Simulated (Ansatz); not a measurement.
Program: Ansatz. Geometries: PBE0-D4/def2-TZVP. ΔE: electronic, gas phase. CBS: MP2 limit from def2 TZ/QZ plus the TZ coupled-cluster correction, frozen cores. DFT in def2-TZVPP. B3LYP here is the variant with VWN-RPA as its local correlation; programs differ in this. Elements past krypton have def2 core potentials. For Ge, Sn outer-core shells are correlated without core-valence functions, which leaves a few kJ/mol of doubt a bond. Scalar relativity is left out up to krypton.

Reaction (formal exchange of groups at the Al–Sn bond): `[CH3][SnH2][AlH2]` + `[AlH2][CH2][GeH3]` → `[AlH2][CH]([AlH2])[GeH3]` + `[CH3][SnH3]`

`[CH3][SnH2][AlH2]`:

Z-matrix (Å, degrees):
```
C
Sn 1 2.152
H 1 1.090 2 110.0
H 1 1.090 2 109.7 3 -120.0
H 1 1.090 2 110.0 3 120.0
Al 2 2.662 1 114.5 3 -59.2
H 2 1.718 1 107.4 3 176.9
H 2 1.719 1 107.3 3 64.0
H 6 1.590 2 120.7 1 -175.7
H 6 1.591 2 120.9 1 4.4
```

`[AlH2][CH2][GeH3]`:

Z-matrix (Å, degrees):
```
C
Ge 1 1.959
Al 1 1.944 2 113.5
H 1 1.094 2 106.5 3 -122.3
H 1 1.094 2 106.5 3 122.4
H 2 1.540 1 111.3 3 179.7
H 2 1.541 1 110.3 3 59.2
H 2 1.541 1 110.2 3 -59.9
H 3 1.588 1 120.0 2 89.1
H 3 1.588 1 120.0 2 -89.5
```

`[AlH2][CH]([AlH2])[GeH3]`:

Cartesian coordinates in Å:
```
Al -0.297 -1.664 0.982
C -0.561 0.011 0.050
Al -0.228 1.624 1.064
Ge 0.579 0.026 -1.551
H 1.178 -2.200 1.226
H -1.553 -2.485 1.499
H -1.618 0.040 -0.246
H 1.267 2.088 1.329
H -1.450 2.468 1.625
H 0.287 -1.191 -2.454
H 2.057 -0.015 -1.130
H 0.339 1.297 -2.393
```

`[CH3][SnH3]`:

Z-matrix (Å, degrees):
```
C
Sn 1 2.140
H 1 1.090 2 110.0
H 1 1.090 2 110.0 3 -120.0
H 1 1.090 2 110.0 3 120.0
H 2 1.709 1 110.1 3 -59.7
H 2 1.709 1 110.1 3 -179.7
H 2 1.709 1 110.1 3 60.3
```

CCSD(T)/CBS gives +5.6 kJ/mol.

Problem. Another level gave +8.6 kJ/mol. Which?
A. SCS-MP2/def2-TZVPP
B. B3LYP/def2-TZVPP
C. B3LYP-D4/def2-TZVPP
D. B97M-V/def2-TZVPP

Solution. C. B3LYP-D4 8.6, B97M-V -5.3, B3LYP 15.0, SCS-MP2/def2-TZVPP 1.0 kJ/mol.

Largest T1 diagnostic among the species: 0.012.

The D4 term adds −6.4 kJ/mol with B3LYP and −3.3 kJ/mol with PBE0; it sums over pairs of atoms, weighted by their polarisabilities, and B3LYP, whose exchange is more repulsive, gets the larger term. At CCSD(T), def2-SVP lies −5.1 kJ/mol from the extrapolated value and def2-TZVPP −3.9 kJ/mol. In def2-TZVPP, CCSD(T) changes the Hartree–Fock value by −9.9 kJ/mol (the triples alone add −2.7 kJ/mol) and MP2 by −12.1 kJ/mol.
